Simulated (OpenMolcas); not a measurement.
# Ag⁺: effect of the IPEA shift

- Program: OpenMolcas 26.06
- Basis: ANO-RCC-VTZP [7s6p4d2f1g]
- Scalar Hamiltonian: DKH2, point nucleus
- Active space: 10 electrons in 9 orbitals (RAS2 4d 5s; RAS3 5p, at most 2 electrons)
- State averaging: 2S+1 = 1 even, 6 roots; 2S+1 = 3 even, 5 roots kept (CI in the orbitals of an earlier block)
- Spin-orbit coupling: RASSI with atomic mean-field integrals over the reference wave functions, term energies averaged over their components

Methods on the same reference wave functions:
A. RASSCF
B. SS-RASPT2, IPEA 0 Eh, imaginary shift 0.1 Eh (closed shells correlated: 4s 4p)
C. SS-RASPT2, IPEA 0.25 Eh, imaginary shift 0.1 Eh (closed shells correlated: 4s 4p)

Energies in cm-1 above 4d10 1S0, the measured ground level; measured values from NIST Handbook of Basic Atomic Spectroscopic Data.

| Level | A | B | C | Measured |
| --- | --- | --- | --- | --- |
| 4d10 1S0 | 0.0 | 0.0 | 0.0 | 0.0 |
| 4d9 5s 3D3 | 28154 | 36839 | 37559 | 39168 |
| 4d9 5s 3D2 | 29720 | 38284 | 38994 | 40745 |
| 4d9 5s 3D1 | 32450 | 41135 | 41855 | 43743 |
| 4d9 5s 1D2 | 35106 | 43325 | 44012 | 46049 |

Deviations, from unrounded energies. A percentage is the sum of absolute deviations over the sum of measured energies, with the sign that they share, or ± where signs differ.

| Against measurement | Levels | A | B | C |
| --- | --- | --- | --- | --- |
| mean absolute deviation (cm-1) | 4 | 11000 | 2500 | 1800 |
| other configurations (%) | 4 | -26.1 | -6.0 | -4.3 |

C lies closest to measurement on these levels and A furthest from it. The largest miss of C in the table is 4d9 5s 1D2, by -2000 cm-1. The ranking rests on the paired levels alone, and a cruder setting can come out closer through cancelling errors.

Between B and C the level of the table that moves most is 4d9 5s 3D3, by 720 cm-1 (lowest in B, highest in C).

The lowest spin-free term lies below A's lowest term by 0.581 hartree in B, 0.580 hartree in C.

Terms from blocks run as CI alone lack orbitals of their own. A single d shell beside an s shell can misplace configurations of different d count against each other. Without dynamic correlation excited terms often stand tens of per cent too high (terms of higher spin than the ground term too low), and those without a measured partner can miss by more than the paired ones (holds for A). Computed and measured levels are paired by configuration, term and J; levels that our copy of the source lacks, or whose pairing is in doubt (as where it misses far off the trend of its configuration), stay unpaired and out of the deviations. Levels of configurations outside the active space are missing.
